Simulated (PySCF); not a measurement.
## Exercise with solution: oscillator strength and radiative lifetime

BiCl2, SMILES [Cl][Bi+][Cl] (connectivity only; charge and spin as stated), charge +1, multiplicity 1.

The structure is a stationary point at PBE0-D3(BJ)/def2-TZVP. The multiplicity is an assumed one; other spin states were not compared. The isomer is the one that the SMILES or the coordinates give; other isomers of the formula were not compared. The def2 effective core potentials stand for the cores of Bi; spin–orbit coupling is left out.

TDA-LC-ωPBE/def2-SVPD (PySCF) puts the first singlet state with f over 0.02 at 4.62 eV (vertical), with the transition dipole (0.000, -0.627, 0.000) in atomic units.

Question: Find the oscillator strength, the wavelength and the radiative lifetime that this transition would have in vacuum if emission retraced absorption.

Answer: 
|μ|² = 0.3931 au, so |μ| = 1.59 D. ΔE = 4.62/27.211 = 0.1698 hartree. f = (2/3) ΔE |μ|² = 0.044 (the program prints 0.045).
λ = 1239.84/4.62 = 268 nm; ν = 37263 cm⁻¹.
Einstein's coefficient A = 0.6670 ν² f s⁻¹ (ν in cm⁻¹) = 4.1e7 s⁻¹, so τ = 1/A = 24 ns. This state is S3; the lower singlets have f = 0.007, 0.000. The figure is the radiative limit of this one transition; relaxation, internal conversion, crossing to triplets and a medium change what is measured.
